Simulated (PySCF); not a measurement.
Molecule: C₃H₁₃NSSi₂, SMILES C[Si](C)(C)S[SiH2]N. Atoms near the plane z = 1.5 Å, at the GFN2-xTB optimised geometry (x, y, z in Å): Si1 (0.4, -0.3, 1.9), C2 (-0.2, 1.5, 1.9), C3 (2.3, -0.3, 1.9), S5 (-0.1, -1.2, 0.0), Si6 (-2.3, -1.2, 0.0), H8 (-1.3, 1.5, 2.0), H9 (0.0, 2.0, 1.0), H10 (0.1, 2.0, 2.8), H11 (2.7, 0.2, 2.8), H12 (2.7, -1.3, 1.8), H13 (2.7, 0.3, 1.0), H16 (0.1, -2.3, 3.3), H17 (-2.7, 0.1, 0.0), H18 (-2.7, -2.0, 1.1).

Calculation: PBE0/def2-SVP in PySCF 2.14.0. Cells within 0.4 Å of a nucleus heavier than hydrogen are left out (blank, or x). The values are rescaled to run from 0 to 1.

```
|000000000000000000000000000|
|000000000000000000000000000|
|000000000000000000000000000|
|000000000000110000000000000|
|000000000012222100000000000|
|000000001233444320000000000|
|000000012345666531000000000|
|000000124567887642100000000|
|000000235678998643211100000|
|000001246788998753333321000|
|000001245788998754455542100|
|000012234667888766677653200|
|000123334456788777888864200|
|000123333456789888999864210|
|00123444445678x9889x9864210|
|001234554456778878899864210|
|002345665556777766789864200|
|012456776555666655678754200|
|012467876545555544556543100|
|002457775444444433344431000|
|001345654333333321122210000|
|001234443222222110000000000|
|000122222100000000000000000|
|000000110000000000000000000|
|000000000000000000000000000|
|000000000000000000000000000|
|000000000000000000000000000|
```
Scale: ten equal steps from 0.000 (start of '0') to 1.00 (end of '9'), in the order '0123456789'; x runs from -5.00 to 5.00, y from -5.00 (bottom) to 5.00 (top).

**Question.** Which quantity is mapped?
(A) deformation density (molecule minus spherical neutral atoms)
(B) log10 of the electron density
(C) Laplacian of the electron density
(D) an orbital amplitude

**Answer.** B, log10 of the electron density. In full: log10 of the electron density (e/bohr³), floored at −4.
